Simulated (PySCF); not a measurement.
Compound: C3H6Cl2Si.
Numbering: `[CH2:1]=[CH:2][C@H:3]([Cl:4])[SiH2:5][Cl:6]` (hydrogens: H7, H8 on C1; H9 on C2; H10 on C3; H11, H12 on Si5)

Method used: PBE0-D3(BJ)/def2-SVP geometry optimisation, gas phase in PySCF.

Q: Give the optimised bond lengths and angles.

A: 
```tsv
bond	length (Å)	order
C1=C2	1.334	double
C2–C3	1.485	single
C3–Cl4	1.815	single
C3–Si5	1.896	single
Si5–Cl6	2.071	single
C1–H7	1.094	single
C1–H8	1.092	single
C2–H9	1.096	single
C3–H10	1.101	single
Si5–H11	1.486	single
Si5–H12	1.486	single
```

Orders are formal, as drawn. A selection of angles:
```tsv
angle	degrees
C2–C1–H7	121.8
C2–C1–H8	121.0
H7–C1–H8	117.1
C1–C2–C3	123.9
C1–C2–H9	120.2
C3–C2–H9	115.8
C2–C3–Cl4	111.4
C2–C3–Si5	113.9
C2–C3–H10	111.3
Cl4–C3–Si5	103.3
Cl4–C3–H10	106.8
Si5–C3–H10	109.8
C3–Si5–Cl6	108.3
C3–Si5–H11	109.3
C3–Si5–H12	109.5
Cl6–Si5–H11	109.1
Cl6–Si5–H12	108.7
H11–Si5–H12	111.9
```

Dihedral angles: C1–C2–C3–Cl4 -135° (anticlinal); C2–C3–Si5–Cl6 -61° (synclinal).

The C–C distances run from 1.334 Å (C1=C2, drawn double) to 1.485 Å (C2–C3, drawn single), a spread of 0.151 Å. Of the pairs four or more bonds apart, H7···H10 is among the closest relative to their van der Waals radii: 2.46 Å, 103 % of the sum of Bondi's values. Si5 (chlorine-bound silicon) is tetrahedral (angles from 108.3° to 111.9°).

Point group: C1 (no symmetry element, even within 0.4 Å). Stationary, but not proved a minimum. One conformer, not necessarily the lowest.
